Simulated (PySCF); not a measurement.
PBE0 on Re- (rhenium, charge -1), [Xe] 4f14 5d6 6s2, high-spin 5D determinant. Computed with PySCF 2.14 in aug-cc-pVTZ-PP with one added diffuse shell each of s, p, d, f, g type with ECP60MDF (7s7p6d4f3g, 113 functions), with scalar relativity through the core potential.

```
cycle= 1 E= -78.4574525953664  delta_E= -0.02  |g|= 0.0337  |ddm|= 0.535
cycle= 2 E= -78.431506021822  delta_E= 0.0259  |g|= 0.196  |ddm|= 1.23
cycle= 3 E= -78.4610850689418  delta_E= -0.0296  |g|= 0.0287  |ddm|= 0.859
cycle= 4 E= -78.4598039453214  delta_E= 0.00128  |g|= 0.0633  |ddm|= 0.383
cycle= 5 E= -78.460659498968  delta_E= -0.000856  |g|= 0.0593  |ddm|= 0.0979
cycle= 6 E= -78.4624843944935  delta_E= -0.00182  |g|= 0.048  |ddm|= 0.282
cycle= 7 E= -78.4642887484642  delta_E= -0.0018  |g|= 0.0161  |ddm|= 0.0845
cycle= 8 E= -78.4644577916866  delta_E= -0.000169  |g|= 0.0105  |ddm|= 0.167
cycle= 9 E= -78.4645801574449  delta_E= -0.000122  |g|= 0.00108  |ddm|= 0.066
cycle= 10 E= -78.4645811712586  delta_E= -1.01e-06  |g|= 9.35e-05  |ddm|= 0.00288
cycle= 11 E= -78.4645812202546  delta_E= -4.9e-08  |g|= 1.24e-05  |ddm|= 0.00246
cycle= 12 E= -78.4645812203626  delta_E= -1.08e-10  |g|= 1.07e-05  |ddm|= 7.86e-05
converged SCF energy = -78.4645812203626  <S^2> = 6.469331  2S+1 = 5.1843345
```

Highest occupied orbital energy: 1.094 eV; ⟨L²⟩ = 6.01; populations by l: s 4.00, p 6.00, d 6.00, f 0.00.

Task: Can this result be used?

Result: With care. The calculation finished and met its thresholds. Energies and moments cover only the electrons outside the core potential. Spin-orbit coupling, absent here, splits the open shell strongly. ⟨S²⟩ = 6.47 against 6.00 shows spin contamination. At PBE0 the highest occupied level has a positive energy, so only the finite basis holds that electron; in a semilocal or global hybrid functional this comes from self-interaction and does not mean that the real anion is unbound.
